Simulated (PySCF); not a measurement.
**`FC[C@@H]1C[C@H](F)O1`, C₄H₆F₂O**

Molfile (atoms numbered from 1):
```
C4H6F2O
     RDKit          3D

 13 13  0  0  0  0  0  0  0  0999 V2000
    2.4551    0.5611    0.3500 F   0  0  0  0  0  0  0  0  0  0  0  0
    1.5814   -0.4301   -0.0142 C   0  0  0  0  0  0  0  0  0  0  0  0
    0.3775    0.1812   -0.7206 C   0  0  2  0  0  0  0  0  0  0  0  0
   -0.6712    0.8469    0.1856 C   0  0  0  0  0  0  0  0  0  0  0  0
   -1.5408   -0.3421   -0.2200 C   0  0  2  0  0  0  0  0  0  0  0  0
   -1.7552   -1.2214    0.8092 F   0  0  0  0  0  0  0  0  0  0  0  0
   -0.5739   -0.8236   -1.1081 O   0  0  0  0  0  0  0  0  0  0  0  0
    2.1123   -1.1104   -0.6866 H   0  0  0  0  0  0  0  0  0  0  0  0
    1.2793   -0.9570    0.8961 H   0  0  0  0  0  0  0  0  0  0  0  0
    0.7031    0.7731   -1.5811 H   0  0  0  0  0  0  0  0  0  0  0  0
   -1.0312    1.8131   -0.1522 H   0  0  0  0  0  0  0  0  0  0  0  0
   -0.4217    0.8790    1.2425 H   0  0  0  0  0  0  0  0  0  0  0  0
   -2.5191   -0.1693   -0.6830 H   0  0  0  0  0  0  0  0  0  0  0  0
  1  2  1  0
  2  3  1  0
  3  4  1  0
  4  5  1  0
  5  6  1  0
  5  7  1  0
  7  3  1  0
  2  8  1  0
  2  9  1  0
  3 10  1  6
  4 11  1  0
  4 12  1  0
  5 13  1  6
M  END
```

Level of theory: PySCF, TDDFT CAM-B3LYP/def2-SVPD circular dichroism and optical rotation, one conformer, gas phase. Geometry: GFN2-xTB.

The molecule is flexible and this is one conformer; a measurement averages over conformers. States above about 10.1 eV (minus the energy of the highest occupied orbital) lie near or above the ionisation threshold and depend on the basis.

Draw the ECD and absorption spectra from the lowest 16 states, each a Gaussian of half-width 0.35 eV at 1/e height.


| E (eV) | λ (nm) | Δε (L mol⁻¹ cm⁻¹) | ε (L mol⁻¹ cm⁻¹) |
| --- | --- | --- | --- |
| 7.56 | 164 | +0.64 | 8.08 |
| 7.71 | 161 | +1.83 | 24.1 |
| 7.86 | 158 | +3.69 | 53.3 |
| 8.01 | 155 | +5.35 | 95.5 |
| 8.16 | 152 | +5.84 | 162 |
| 8.31 | 149 | +4.96 | 314 |
| 8.46 | 147 | +2.98 | 710 |
| 8.61 | 144 | -0.01 | 1590 |
| 8.76 | 142 | -3.71 | 3020 |
| 8.91 | 139 | -7.05 | 4670 |
| 9.06 | 137 | -8.07 | 5840 |
| 9.21 | 135 | -5.69 | 5960 |
| 9.36 | 133 | -4.44 | 5160 |
| 9.51 | 130 | -11.33 | 4270 |
| 9.66 | 128 | -21.73 | 4060 |
| 9.81 | 126 | -20.25 | 4700 |
| 9.96 | 125 | -3.88 | 5690 |

Δε uses R in velocity form, ε uses f in length form. Only the states computed contribute, so the short-wavelength end is incomplete.
